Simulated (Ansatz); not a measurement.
`C[Te][SiH](N)F` + GeH₄ → `C[Te][GeH3]` + `N[SiH2]F`  (formal exchange of groups at a Te–Si bond)

Program: Ansatz. Geometries: PBE0-D4/def2-TZVP. ΔE: electronic, gas phase. CCSD(T)/CBS adds triple-zeta CCSD(T) − MP2 to the extrapolated MP2 energy (def2 sets, frozen cores). DFT in def2-TZVPP. B3LYP here is the variant with VWN-RPA as its local correlation; programs differ in this. Elements past krypton have def2 core potentials. For Ge, Te outer-core shells are correlated without core-valence functions, which leaves a few kJ/mol of doubt a bond. Scalar relativity is left out up to krypton. Each species was taken in one conformer, which may not be the lowest.

```json
{"level": "PBE-D4", "ΔE (eV)": "-0.05"}
{"level": "B3LYP-D4", "ΔE (eV)": "-0.10"}
{"level": "ωB97X-V", "ΔE (eV)": "-0.09"}
{"level": "ωB97M-V", "ΔE (eV)": "-0.09"}
{"level": "PBE0", "ΔE (eV)": "-0.10"}
{"level": "CCSD(T)/def2-TZVPP", "ΔE (eV)": "-0.11"}
{"level": "HF/CBS(def2)", "ΔE (eV)": "-0.22"}
{"level": "MP2/CBS(def2)", "ΔE (eV)": "-0.11"}
```

**Question.** What does CCSD(T)/CBS give? (Estimate.)

**Answer.** The calculation gave: -0.10 eV. The listed levels differ from it by 0.05, 0.00, 0.01, 0.01, 0.00, -0.01, -0.12, -0.01 eV.

Largest T1 diagnostic among the species: 0.012.

The D4 term adds +0.06 eV with B3LYP and +0.04 eV with PBE0; it sums over pairs of atoms, weighted by their polarisabilities, and B3LYP, whose exchange is more repulsive, gets the larger term. In def2-TZVPP, CCSD(T) changes the Hartree–Fock value by +0.11 eV (the triples alone add +0.02 eV) and MP2 by +0.10 eV.
